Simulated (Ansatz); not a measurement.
AlH5O2SSi (`[OH][Al]([SH])[O][SiH3]`). Charge 0, multiplicity 1.

Cartesian coordinates in Å:
```
O -0.338 -1.772 1.771
Al -0.619 -1.062 0.269
S -2.003 -1.949 -1.151
O 0.186 0.348 -0.128
Si 1.112 1.683 -0.179
H -0.757 -2.576 2.073
H -1.782 -0.977 -2.053
H 2.539 1.308 -0.360
H 0.972 2.462 1.079
H 0.690 2.536 -1.321
```

Q: What are the harmonic wavenumbers in cm⁻¹ at PBE0-D4/def2-TZVP (Ansatz, finite differences of forces, unscaled)? (Best estimate.)

A: Ansatz gave: 15, 29, 62, 147, 228, 231, 258, 324, 424, 577, 611, 689, 733, 735, 891, 955, 958, 990, 1156, 2220, 2221, 2224, 2712, 3971.

Q: Is this a minimum?

A: Yes, all 24 modes are real.

Q: Give the ideal-gas thermochemistry at 298.15 K and 1 bar (rigid rotor, harmonic oscillator; point group C1, symmetry number 1).

A: Zero-point energy 139.7 kJ/mol; H(298) − E = 166.1 kJ/mol; entropy 414.7 J/(mol·K), of which translation 169.0, rotation 120.0, vibration 125.7; G(298) − E = 42.5 kJ/mol. Modes under 100 cm⁻¹ are hindered rotations or soft bends, so the harmonic entropy is rough.
